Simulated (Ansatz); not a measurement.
sulfur dioxide (O2S), singlet, at a GFN2-xTB geometry, with bond 3-1 at 1.25 times its length; PBE0/def2-SVP run with Ansatz (a first-principles code).

Here is a job for Ansatz.
Ansatz 0.2 input:
```yaml
crystal:
  periodic: [false, false, false]
  atoms:
    - {symbol: S, position_ang: [0.01393578, -0.00400644, 0.37782868]}
    - {symbol: O, position_ang: [-0.03321683, 1.22242899, -0.36419754]}
    - {symbol: O, position_ang: [0.00319763, -1.51701851, -0.58378195]}
basis:
  gaussian:
    orbitals: def2-SVP
hamiltonian:
  xc: pbe0
scf: {lower_state_search: off}
magnetization: {spin_polarized: true}
```

Output, abridged:

```
Functional definition: PBE0
these checks for a lower state are left out or cut short: stability, starts, cluster_reference, orbital_swaps, neighbouring_geometries, increment
416 factors; integrals over basis functions are off by at most 9.7e-4 eV
mean field evaluation 1: about -14899.8656 eV, gradient 5.1e1 eV
mean field evaluation 2: about -14781.7863 eV, gradient 1.4e2 eV
mean field evaluation 4: about -14910.8965 eV, gradient 7.5e0 eV
mean field evaluation 8: about -14911.1273 eV, gradient 2.1e-1 eV
mean field evaluation 16: about -14911.1844 eV, gradient 9.0e-5 eV
mean field -14911.18438961 eV, -547.9759191545 hartree, gradient 4.5e-6 eV, S^2 0.000000; 0 other end points of the search recorded, 0 dependent functions left out
reference -14911.18439821 eV, -547.9759194704 hartree; 16, 16 occupied and 30, 30 virtual orbitals, 416 factors
Total energy: -14911.18439821 eV, -547.9759194704 hartree
Checks for a lower state left out: stability, starts, cluster_reference, orbital_swaps, neighbouring_geometries, increment
```
